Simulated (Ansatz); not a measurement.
Geometry optimisation, Ansatz 0.2.0, DFT PBE, scalar-relativistic, plane waves, PAW.

input.yaml

```yaml
crystal:
  lattice:
    - [10.86, 0.0, 0.0]
    - [0.0, 10.86, 0.0]
    - [0.0, 0.0, 10.86]
  atoms:
    - { symbol: Si, position: [0.501185, 0.0022176, -0.0045018] }
    - { symbol: Si, position: [0.6210875, 0.1204278, 0.1224285] }
    - { symbol: Si, position: [0.7563114, 0.2522295, 0.0038083] }
    - { symbol: Si, position: [0.8729983, 0.373726, 0.1212327] }
    - { symbol: Si, position: [0.7516806, -0.00293, 0.2487329] }
    - { symbol: Si, position: [0.8728466, 0.1245557, 0.3731889] }
    - { symbol: Si, position: [0.0024776, -0.0035371, 0.0015748] }
    - { symbol: Si, position: [0.1265175, 0.1285092, 0.1268587] }
    - { symbol: Si, position: [0.2484981, 0.2524271, 0.0013142] }
    - { symbol: Ge, position: [0.3728073, 0.3769931, 0.1292746], spin: 1.0 }
    - { symbol: Si, position: [0.4974799, 0.5002201, -0.0015967] }
    - { symbol: Si, position: [0.6245155, 0.6301675, 0.123627] }
    - { symbol: Si, position: [0.7485589, 0.753423, 0.0026656] }
    - { symbol: Si, position: [0.8759151, 0.8781025, 0.1167738] }
    - { symbol: Si, position: [0.2453795, 0.0006811, 0.2527035] }
    - { symbol: Si, position: [0.3711637, 0.1295543, 0.3753632] }
    - { symbol: Si, position: [0.6240008, 0.3705219, 0.3749021] }
    - { symbol: Si, position: [0.7476805, 0.5067327, 0.248175] }
    - { symbol: Si, position: [0.8693587, 0.6264093, 0.3733814] }
    - { symbol: Si, position: [0.501511, 0.0044557, 0.5022709] }
    - { symbol: Si, position: [0.6245051, 0.1314234, 0.6240453] }
    - { symbol: Si, position: [0.7507694, 0.2486731, 0.4966727] }
    - { symbol: Si, position: [0.8741923, 0.3738183, 0.6247953] }
    - { symbol: Si, position: [0.7464975, -0.0007884, 0.7503064] }
    - { symbol: Si, position: [0.8747776, 0.1276748, 0.8771437] }
    - { symbol: Si, position: [-0.0010812, 0.4991958, -0.0054786] }
    - { symbol: Si, position: [0.1302195, 0.6237493, 0.1251581] }
    - { symbol: Si, position: [0.251969, 0.7509049, -0.0002563] }
    - { symbol: Si, position: [0.3696631, 0.8726249, 0.1261811] }
    - { symbol: Si, position: [0.0017752, 0.248045, 0.2474929] }
    - { symbol: Si, position: [0.1191467, 0.3801563, 0.3724401] }
    - { symbol: Si, position: [0.2519462, 0.5029892, 0.2483232] }
    - { symbol: Si, position: [0.3687615, 0.6328006, 0.3734483] }
    - { symbol: Si, position: [0.4982612, 0.7460936, 0.2451751] }
    - { symbol: Si, position: [0.6306358, 0.8715149, 0.3746185] }
    - { symbol: Si, position: [0.003778, -0.000157, 0.4960287] }
    - { symbol: Si, position: [0.1260033, 0.1263776, 0.6248576] }
    - { symbol: Si, position: [0.2488117, 0.244224, 0.5009159] }
    - { symbol: Si, position: [0.3711629, 0.3719902, 0.6255427] }
    - { symbol: Si, position: [0.5019475, 0.4996679, 0.4996866] }
    - { symbol: Si, position: [0.627202, 0.6258169, 0.6231103] }
    - { symbol: Si, position: [0.7481832, 0.7498158, 0.4993461] }
    - { symbol: Si, position: [0.8746483, 0.8778269, 0.6229968] }
    - { symbol: Si, position: [0.2537559, 0.0004232, 0.7440974] }
    - { symbol: Si, position: [0.371271, 0.1214059, 0.8752087] }
    - { symbol: Si, position: [0.500269, 0.2485296, 0.7482479] }
    - { symbol: Si, position: [0.6209167, 0.3734171, 0.8752386] }
    - { symbol: Si, position: [0.7462736, 0.4981702, 0.7534804] }
    - { symbol: Si, position: [0.8749963, 0.6243763, 0.8801827] }
    - { symbol: Si, position: [-0.0005159, 0.7501023, 0.2498755] }
    - { symbol: Si, position: [0.1223258, 0.8781049, 0.374782] }
    - { symbol: Si, position: [0.0008122, 0.4975694, 0.4931589] }
    - { symbol: Si, position: [0.1261966, 0.624702, 0.6246576] }
    - { symbol: Si, position: [0.2485512, 0.7523003, 0.5010489] }
    - { symbol: Si, position: [0.3781543, 0.8746437, 0.6234165] }
    - { symbol: Si, position: [-0.0026992, 0.2523454, 0.7453689] }
    - { symbol: Si, position: [0.1250322, 0.3776525, 0.8778791] }
    - { symbol: Si, position: [0.2499797, 0.5014109, 0.7515645] }
    - { symbol: Si, position: [0.3730913, 0.6213553, 0.8721048] }
    - { symbol: Si, position: [0.4976793, 0.7468519, 0.7483124] }
    - { symbol: Si, position: [0.6220328, 0.8797882, 0.8797538] }
    - { symbol: Si, position: [-0.0041514, 0.7564186, 0.7529921] }
    - { symbol: Si, position: [0.1245142, 0.8766618, 0.8723012] }
magnetization:
  spin_polarized: true
total_charge: 1
basis:
  ecutwfc: 420.0
kpoints:
  mp_grid: { grid: [1, 1, 1] }
hamiltonian:
  xc: pbe
  pseudopotentials: { kind: paw, azcp: { folder: soft_1 } }
scf:
  occupations: { method: gaussian, width: 0.05 }
  lower_state_search: "off"
relax:
  f_tol: 0.03
  max_steps: 60
  adjacent_minimum: "off"
```

Launched with:

```bash
$ ansatz run input.yaml --threads 4 --pin off --max-ram 10240MiB --backend cpu --events-out ev --progress --plain --runs-dir out
```

Where does it end, and by what steps?

The run converged. Limits of this set-up: coarse k mesh, charged cell in a uniform background, uncorrected. After 5 steps the energy has fallen by 1.590 eV; Ge10 moved furthest, 0.30 Å.

```tsv
step	energy less start (eV)	largest force component (eV/Å)	accepted
0	0.0000	1.688	yes
1	-1.4375	0.453	yes
2	-1.5692	0.127	yes
3	-1.5538	0.226	no
4	-1.5876	0.040	yes
5	-1.5900	0.017	yes
```

```xyz
63
Lattice="10.8600 0.0000 0.0000 0.0000 10.8600 0.0000 0.0000 0.0000 10.8600" Properties=species:S:1:pos:R:3
Si 5.404 0.034 0.007
Si 6.763 1.380 1.369
Si 8.109 2.739 0.007
Si 9.494 4.081 1.344
Si 8.116 0.027 2.722
Si 9.500 1.367 4.061
Si -0.010 0.008 -0.010
Si 1.344 1.371 1.342
Si 2.725 2.711 0.011
Ge 4.238 3.906 1.533
Si 5.433 5.419 0.011
Si 6.772 6.799 1.341
Si 8.135 8.153 -0.010
Si 9.485 9.517 1.339
Si 2.718 0.030 2.685
Si 4.075 1.380 4.046
Si 6.763 4.068 4.046
Si 8.113 5.425 2.685
Si 9.489 6.786 4.075
Si 5.436 0.030 5.397
Si 6.776 1.367 6.784
Si 8.113 2.707 5.397
Si 9.481 4.090 6.772
Si 8.133 0.011 8.138
Si 9.488 1.354 9.505
Si -0.003 5.438 -0.011
Si 1.364 6.779 1.346
Si 2.705 8.147 -0.011
Si 4.062 9.509 1.344
Si -0.011 2.726 2.703
Si 1.342 4.087 4.058
Si 2.720 5.423 2.723
Si 4.056 6.802 4.058
Si 5.418 8.154 2.703
Si 6.776 9.503 4.061
Si -0.007 0.011 5.419
Si 1.359 1.355 6.773
Si 2.720 2.743 5.394
Si 4.061 4.083 6.778
Si 5.401 5.424 5.393
Si 6.788 6.784 6.773
Si 8.133 8.150 5.419
Si 9.493 9.510 6.779
Si 2.705 0.012 8.138
Si 4.059 1.374 9.492
Si 5.417 2.726 8.134
Si 6.769 4.084 9.492
Si 8.131 5.438 8.138
Si 9.498 6.794 9.495
Si -0.010 8.153 2.695
Si 1.357 9.514 4.075
Si -0.011 5.437 5.422
Si 1.349 6.794 6.783
Si 2.706 8.154 5.422
Si 4.053 9.522 6.772
Si -0.012 2.731 8.133
Si 1.364 4.082 9.509
Si 2.705 5.438 8.142
Si 4.062 6.779 9.509
Si 5.412 8.155 8.133
Si 6.789 9.515 9.504
Si -0.011 8.155 8.133
Si 1.350 9.505 9.495
```

Run time: 2.9 min on 4 threads of Arm Neoverse N1, on a shared host, peak memory 1.7 GiB.
